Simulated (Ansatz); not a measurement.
BFH4O2Si can be A, `O[SiH2]OBF`, or B, `OB(F)O[SiH3]`.

Program: Ansatz. Geometries: PBE0-D4/def2-TZVP. ΔE: electronic, gas phase. CCSD(T)/CBS adds triple-zeta CCSD(T) − MP2 to the extrapolated MP2 energy (def2 sets, frozen cores). Functionals use def2-TZVPP. B3LYP here is the variant with VWN-RPA as its local correlation; programs differ in this. One conformer a species, not always the lowest.

**Question.** Which is lower in electronic energy at CCSD(T)/CBS, and by how much? (Estimate.)

**Answer.** Computed: B, by 16.1 kJ/mol.

**Question.** Give E(B) − E(A) in kJ/mol with CCSD(T)/def2-TZVPP, ωB97M-V, HF/def2-TZVPP, MP2/def2-TZVPP, CCSD(T)/def2-SVP, LDA (SPW92), B3LYP-D4. (Estimate.)

**Answer.** Ansatz gave: CCSD(T)/def2-TZVPP -19.2, ωB97M-V -18.4, HF/def2-TZVPP -21.4, MP2/def2-TZVPP -15.1, CCSD(T)/def2-SVP -50.5, LDA (SPW92) -26.2, B3LYP-D4 -18.5. None reverses the order clearly.

**Question.** Does the order hold for the free energy at 298.15 K (harmonic terms from PBE0-D4)? (Estimate.)

**Answer.** The calculation gave: Yes: G(B) − G(A) = -14.3 kJ/mol, for one conformer each. Modes under 60 cm⁻¹, often nearly free rotors, make the harmonic entropy too high.

Largest T1 diagnostic: 0.013.

At CCSD(T), def2-SVP lies −34.4 kJ/mol from the extrapolated value and def2-TZVPP −3.1 kJ/mol. From BLYP to BHLYP (50 % exact exchange), in def2-TZVPP and without D4, E(B) − E(A) moves by −3.1 kJ/mol.
